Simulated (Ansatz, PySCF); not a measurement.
F4MoO, triplet, at a GFN2-xTB geometry (such geometries of metal compounds can be far from the true shape) (the multiplicity is a formal guess) (core potentials on Mo). Base run: B3LYP/def2-SVP (PySCF).

Here is a job for PySCF.
```python
from pyscf import gto, scf, dft

mol = gto.Mole()
mol.atom = '''
    Mo   -0.03947196   -0.11583234    0.08067065
    O     1.02430844   -0.79132614    1.15477904
    F    -1.26475454    0.47485748   -0.99623923
    F     0.51485747    1.73023677    0.33636674
    F     1.26930803    0.34687144   -1.28081123
    F    -1.24570487   -1.30801375    0.53775043
'''
mol.basis = 'def2-svp'
mol.ecp = {'Mo': 'def2-svp'}
mol.spin = 2
mol.verbose = 4
mol.build()

mf = dft.UKS(mol)
mf.xc = 'b3lyp'
mf.kernel()
```

The same geometry, method and basis name were run in Ansatz (a first-principles code) and PySCF, at each program's defaults and at the settings that a row names. The base is PySCF at its defaults. Differences at the defaults can come from grids, fitting, cores and function types together.

| code and settings | ΔE vs base (µEh) | basis functions | E (Eh) | outcome |
|---|---|---|---|---|
| PySCF, defaults (exact integrals, its default grid, spherical functions) | 0.0 | 101 | -542.42757 | converged |
| Ansatz, defaults (factorised integrals, its default grid, spherical functions) | -3004 | 101 | -542.43057 | converged |
| PySCF, density fitting with def2-universal-jkfit | - | 101 | - | not converged |
| PySCF, fine grid | - | 101 | - | not converged |
| Ansatz, high accuracy | -3007 | 101 | -542.43057 | converged |

Open shells are given as the SCF converged; they aren't shown to be the lowest states, and a large step between rows can be another state.
